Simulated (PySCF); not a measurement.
1-hydroxysiletane (C₃H₈OSi), SMILES O[SiH]1CCC1. Atoms are numbered in the order given.

```xyz
13

O      1.8969     0.7973    -0.2978
Si     0.5280     0.1577     0.4158
C     -1.1434     0.8632    -0.1043
C     -1.6453    -0.6171    -0.1615
C     -0.2893    -1.3783    -0.3284
H      2.6996     0.8433     0.2326
H      0.7446     0.0754     1.8952
H     -1.7165     1.5533     0.5316
H     -1.0781     1.2956    -1.1169
H     -2.1191    -0.8930     0.7948
H     -2.3820    -0.8182    -0.9565
H     -0.0241    -1.4780    -1.3944
H     -0.2228    -2.3708     0.1406
```
Charge 0, spin multiplicity 1.

Geometry: B3LYP-D3(BJ)/def2-SVP. One conformer was computed; it need not be the lowest.

Computed with r2SCAN/def2-TZVP in PySCF.

The molecule is in vacuum.

```
Item                                                                                                           Result
---------------------------------------------------------------------------------------------  ----------------------
total energy                                                                                       -483.83234 hartree
highest occupied level                                                                                       -6.72 eV
lowest empty level                                                                                            0.20 eV
orbital gap                                                                                                   6.92 eV
dipole moment                                                                                                  0.90 D
quadrupole, principal values (traceless, Buckingham form, about the centre of nuclear charge)  -4.51, -1.94, 6.45 D·Å
mean static polarisability                                                                       62.8 bohr³ (9.31 Å³)
polarisability, principal values                                                               56.7, 60.6, 71.1 bohr³
```
